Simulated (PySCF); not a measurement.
A survey of 19F NMR shifts

PySCF calculation with structure optimised with GFN2-xTB and shieldings: GIAO PBE0/pcSseg-1; gas phase, averaged over atoms made equivalent by symmetry, fast rotation or ring inversion, relativity neglected, a single conformation.

Shieldings were converted by a linear fit to measured shifts: 19F: δ = 146.13 − 0.903σ +14.6 on sp3 carbon (rms 6.0 ppm, 223 shifts, 7.0 ppm with the 5 outliers that the fit left out vs CFCl3, solution or neat liquid). Occasional misses reach two or three times the rms, and more in compound classes unlike the fitted ones.

Q: Give the 19F shifts of `CC(=O)[P@](C)(=S)C(F)(F)F`, `CC1=C(F)[P@]1(=O)CCCO`, `CCn1nc(F)cc1C(F)(F)F`, `COC[P@@H](=S)C(F)=C(F)F`.

A: 
| compound | environment | δ (ppm) |
| --- | --- | --- |
| CC(=O)[P@](C)(=S)C(F)(F)F | fluorine of a CF3 group (×3) | -71.5 |
| CC1=C(F)[P@]1(=O)CCCO | vinylic fluorine | -84.1 |
| [CH3:1][CH2:2][n:3]1[n:4][c:5]([F:6])[cH:7][c:8]1[C:9]([F:10])([F:11])[F:12] | F10/11/12: fluorine of a CF3 group (×3) | -63.0 |
| [CH3:1][CH2:2][n:3]1[n:4][c:5]([F:6])[cH:7][c:8]1[C:9]([F:10])([F:11])[F:12] | F6: aryl fluorine | -135.1 |
| [CH3:1][O:2][CH2:3][P@@H:4](=[S:5])[C:6]([F:7])=[C:8]([F:9])[F:10] | F10: vinylic fluorine | -86.9 |
| [CH3:1][O:2][CH2:3][P@@H:4](=[S:5])[C:6]([F:7])=[C:8]([F:9])[F:10] | F9: vinylic fluorine | -111.3 |
| [CH3:1][O:2][CH2:3][P@@H:4](=[S:5])[C:6]([F:7])=[C:8]([F:9])[F:10] | F7: vinylic fluorine | -183.4 |
